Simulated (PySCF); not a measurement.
# Excitation energy of As⁺ by level of theory

As⁺ [Ar] 3d10 4s2 4p2 (3P) → As⁺ [Ar] 3d10 4s1 4p2 4d1 (high-spin determinant), as a difference of total energies. Computed with PySCF 2.14 in x2c-TZVPPall with one added diffuse shell each of s, p, d type (7s6p5d1f, 57 functions), with the spin-free X2C one-electron Hamiltonian (Gaussian nucleus). Correlated levels: valence: [Ar] 3d10 frozen. The calculations carry no spin-orbit coupling.

| method | excitation energy (eV) |
| --- | --- |
| UHF | 17.191 |
| MP2 (valence) | 18.178 |
| SCS-MP2 (valence) | 18.560 |
| CCSD (valence) | 18.084 |
| CCSD(T) (valence) | 18.019 |

Question: How much does correlation contribute at CCSD(T) (valence)?

Answer: 18.019 − (17.191) = 0.828 eV, measured against UHF.

A first-order spin-orbit estimate (lowest level to lowest level, LS coupling) adds 0.034 eV.

The promoted electron is Rydberg-like, and one or two diffuse shells describe it only roughly, which tends to raise the upper state.

The coupled-cluster amplitudes are large for the upper state (T1 above 0.03 or a double amplitude above 0.15), so a single reference is strained.

The determinant of the upper state mixes LS terms, which raises its energy above the lowest term, most at the Hartree-Fock and MP2 levels.
